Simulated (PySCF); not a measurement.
Compound: C4H7NSi.
Atom-mapped SMILES: `[CH3:1][C:2]#[C:3]/[CH:4]=[N:5]\[SiH3:6]` (hydrogens: H7, H8, H9 on C1; H10 on C4; H11, H12, H13 on Si6)

Theory: PBE0-D3(BJ)/def2-SVP geometry optimisation, gas phase in PySCF.

Q: List the bond lengths, angles and torsions at this level.

A: 
| bond | length (pm) |
| --- | --- |
| C1–C2 | 145.0 |
| C2≡C3 | 121.6 |
| C3–C4 | 143.7 |
| C4=N5 | 127.1 |
| N5–Si6 | 175.1 |
| C1–H7, C1–H8, C1–H9 | 110.1 |
| C4–H10 | 110.7 |
| Si6–H11, Si6–H12, Si6–H13 | 149.5 |

Bonds in one row agree within 1 pm and their mean is given. A selection of angles:
| angle | degrees |
| --- | --- |
| C2–C1–H7 | 111.0 |
| H7–C1–H8 | 107.7 |
| C1–C2–C3 | 179.6 |
| C2–C3–C4 | 179.6 |
| C3–C4–N5 | 127.0 |
| C3–C4–H10 | 114.3 |
| N5–C4–H10 | 118.6 |
| C4–N5–Si6 | 129.5 |
| N5–Si6–H11 | 107.0 |
| N5–Si6–H13 | 115.8 |
| H11–Si6–H12 | 109.0 |

Dihedral angles: C3–C4–N5–Si6 0° (synperiplanar). The mirror-image conformer, all signs reversed, is as good.

N5 (C=N nitrogen) is bent (angle 129.5°). Si6 (SiH3 silicon) is distorted tetrahedral (angles from 107.0° to 115.8°). The C–C distances run from 1.216 Å (C2≡C3, drawn triple) to 1.450 Å (C1–C2, drawn single), a spread of 0.234 Å. The 6 heavy atoms lie in one plane (0.002 Å rms).

PBE0-D3(BJ)/def2-SVP frequencies: not computed here.
